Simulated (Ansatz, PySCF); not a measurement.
This PySCF input computes a PBE/def2-TZVPD energy:

```python
from pyscf import gto, scf, dft

mol = gto.M(
    atom='''
    Ge    0.20561840    0.18195587   -0.21402856
    C    -0.93860242   -0.82525658    0.96663904
    H     1.61218003    0.35669680    0.39971119
    H     0.35780422   -0.55646748   -1.55579574
    H    -0.38811164    1.58131263   -0.45497256
    H    -1.53709267   -0.34655004    1.73158840
    H    -0.99295420   -1.90604011    0.92854846
    ''',
    basis='def2-tzvpd',
    charge=0,
    spin=1,
    verbose=4,
)

mf = dft.UKS(mol, xc='pbe').density_fit(auxbasis='def2-universal-jkfit')
mf.grids.level = 3
mf.conv_tol = 1e-9
mf.max_cycle = 100
mf.max_memory = 1500
mf.kernel()
if not mf.converged:
    mf = mf.newton()
    mf.kernel(mf.make_rdm1())
for _ in range(2):
    mo, _, stable, _ = mf.stability(return_status=True)
    if stable:
        break
    mf.kernel(mf.make_rdm1(mo, mf.mo_occ))
mf.analyze()
```

### Question
Write an input for the same energy in Ansatz (a program for electronic structure) and say what it gives.

### Answer

Ansatz 0.2 input:
```yaml
crystal:
  periodic: [false, false, false]
  atoms:
    - {symbol: Ge, position_ang: [0.20561840, 0.18195587, -0.21402856]}
    - {symbol: C, position_ang: [-0.93860242, -0.82525658, 0.96663904]}
    - {symbol: H, position_ang: [1.61218003, 0.35669680, 0.39971119]}
    - {symbol: H, position_ang: [0.35780422, -0.55646748, -1.55579574]}
    - {symbol: H, position_ang: [-0.38811164, 1.58131263, -0.45497256]}
    - {symbol: H, position_ang: [-1.53709267, -0.34655004, 1.73158840]}
    - {symbol: H, position_ang: [-0.99295420, -1.90604011, 0.92854846]}
basis:
  gaussian:
    orbitals: def2-TZVPD
hamiltonian:
  xc: {name: PBE}
magnetization: {spin_polarized: true, initial_magnetization: 1}
output: {forces: true}
```
It gives -2117.66940 Eh, and PySCF -2117.66947 Eh, a difference of 0.07 mEh, from the treatment of integrals and grids.

It need not be the lowest isomer of its formula.
